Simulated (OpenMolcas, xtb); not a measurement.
## A ladder of methods for AlSnSiH7 (SMILES [SiH3][AlH][SnH3])

AlSnSiH7: 10 atoms, total charge 0, spin state singlet. SMILES: `[SiH3][AlH][SnH3]`. The shape is that of a PBE0-D4/def2-TZVP optimisation.

| atom | x (Å) | y (Å) | z (Å) |
| --- | --- | --- | --- |
| Si | -1.7276 | 1.0169 | -0.9874 |
| Al | 0.6309 | 0.3661 | -0.7718 |
| Sn | 1.4038 | -1.1437 | 1.2796 |
| H | -2.5845 | -0.2027 | -1.0560 |
| H | -2.0258 | 1.8525 | -2.1838 |
| H | -2.1545 | 1.7801 | 0.2215 |
| H | 1.7232 | 0.8245 | -1.8331 |
| H | 2.6080 | -0.3743 | 2.2246 |
| H | 0.1284 | -1.5415 | 2.3498 |
| H | 2.0814 | -2.6290 | 0.7598 |

Quantity: the HOMO–LUMO gap, in eV. The values are calculated.

```csv
level,kind,program,value (eV)
GFN1-xTB,semi-empirical,xtb,3.66
HF/def2-SVP (core potential),Hartree–Fock,OpenMolcas,9.61
SVWN5/def2-SVP (core potential),LDA,OpenMolcas,2.92
revPBE/def2-SVP (core potential),GGA,OpenMolcas,3.05
M06-L/def2-SVP (core potential),meta-GGA,OpenMolcas,3.48
r2SCAN/def2-SVP (core potential),meta-GGA,OpenMolcas,3.41
M06-2X/def2-SVP (core potential),hybrid meta-GGA,OpenMolcas,6.13
B2PLYP/def2-SVP (core potential),double hybrid,OpenMolcas,6.51
```

The values span 2.92 to 9.61 eV. Orbital gaps aren't excitation energies, and those of double hybrids come from the SCF part alone; they tend to grow with the share of exact exchange.
